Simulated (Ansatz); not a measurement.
The cluster Li₂Si₄. Total charge 0; singlet. Geometry relaxed at B3LYP-D4/def2-SVP.

```
atom    x (Å)    y (Å)    z (Å)
 Li1  -0.0561   2.2279   0.0360
 Li2  -1.8320  -1.4464  -1.3382
 Si3   0.6941  -0.6904   1.8282
 Si4   0.4927  -0.7162  -1.2025
 Si5  -1.0719   0.0351   0.5327
 Si6   1.7732   0.5901   0.1438
```

The restricted singlet is unstable towards broken spin symmetry in Hartree–Fock (as tested in another run); at B3LYP-D4/def2-SVP this wasn't settled. The structure comes from a short search, and lower isomers may exist.

**Question.** Estimate the harmonic wavenumbers at RKS B3LYP-D4/def2-SVP (Ansatz, unscaled). Is this a minimum?

**Answer.** 64, 87, 167, 200, 253, 273, 296, 359, 414, 431, 455, 499 cm⁻¹. Yes, no mode is imaginary beyond noise. Zero-point energy 20.9 kJ/mol. It took 57 s on 4 threads of Arm Neoverse N1 on a shared host.
